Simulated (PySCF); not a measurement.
# Fractional electron number in La²⁺ (lanthanum, charge +2)

The 5d alpha orbital of [Xe] 5d1 is emptied in steps (occupation f), with all orbitals relaxed, ending at [Xe]. Calculation: PySCF 2.14, in x2c-TZVPall (11s7p7d2f, 81 functions); scalar relativity by spin-free X2C-1e. The exact energy is a straight line in f; departures are measured from the line between the end points of the same method.

| f | B3LYP (eV) |
| --- | --- |
| 1 | 0.000 |
| 0.75 | -0.602 |
| 0.5 | -0.804 |
| 0.25 | -0.603 |
| 0 | 0.000 |

```
method  E(f=0) − E(f=1) (eV)  −ε at f=1 (eV)  −ε at f=0.5 (eV)
 B3LYP                19.204          16.003            19.201
```

Orbital energy along the path (eV):

```json
{"f": "1", "B3LYP": "-16.003"}
{"f": "0.75", "B3LYP": "-17.595"}
{"f": "0.5", "B3LYP": "-19.201"}
{"f": "0.25", "B3LYP": "-20.813"}
{"f": "0", "B3LYP": "-22.415"}
```

Reference removal energy between the ground levels: 19.177 eV (measured; NIST Atomic Spectra Database, ionization energies). The calculation has no spin-orbit coupling.
